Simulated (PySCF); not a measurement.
## Radial density of Au (gold, neutral)

UHF, [Xe] 4f14 5d9 6s1 7s1, high-spin 4D determinant (an excited configuration). Computed with PySCF 2.14 in aug-cc-pVTZ-PP with one added diffuse shell each of s, p, d, f, g type with ECP60MDF (7s7p6d4f3g, 113 functions), with a scalar-relativistic core potential. This is the valence pseudo-density: the core potential removes the inner electrons and smooths the orbitals near the nucleus.

```
r (bohr)  4πr²ρ (e/bohr)  4πr²(ρα − ρβ)
   0.137       0.0001113         0.0000
   0.231        0.003426         0.0002
   0.389          0.2537         0.0102
   0.654           7.563         0.2532
    1.10           16.07         0.7342
    1.85           5.162         0.8910
    3.11          0.7149         0.3649
    5.23          0.1025         0.0986
    8.80          0.1492         0.1491
    14.8         0.01284         0.0128
    24.9       3.481e-05         0.0000
```

Energies and moments cover only the electrons outside the core potential. Spin-orbit coupling, absent here, splits the open shell strongly. The outer electron is Rydberg-like, and this basis confines it to a smaller radius and binds it less than a complete one would.
